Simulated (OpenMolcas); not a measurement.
Dy3+ among 2 point charges of -1 e arranged as a linear pair (D∞h).

- Program: OpenMolcas
- Method: CASSCF
- Basis: ANO-RCC-VDZP [7s6p4d2f1g]
- Scalar Hamiltonian: DKH2, point nucleus
- Active space: 9 electrons in 7 orbitals (4f)
- State averaging: 2S+1 = 6 odd, 21 roots; 2S+1 = 4 odd, 113 roots kept (CI in the orbitals of an earlier block, 108 in the spin-orbit step); 2S+1 = 2 odd, 76 roots kept (CI in the orbitals of an earlier block, 40 in the spin-orbit step)
- Spin-orbit coupling: state interaction with AMFI integrals over the reference wave functions

All point charges move together. At R = 2.23 Å the width of the lowest J multiplet is 1772 cm-1, and at R = 2.43 Å it is 1386 cm-1.

Problem. A third run gives 1115 cm-1. What distance was it run at?

Solution. With a power law R^-n the two known points give n = -ln(1386 / 1772) / ln(2.43 / 2.23) = 2.86. Then R = 2.23 × (1772 / 1115)^(1/2.86) = 2.622 Å. The run was at 2.62 Å, so the estimate is off by +0.002 Å.

High states are left out of the spin-orbit mixing, which shifts the levels that they would mix with. This is an electrostatic model: the charges have no orbitals. No measured value stands beside these numbers.
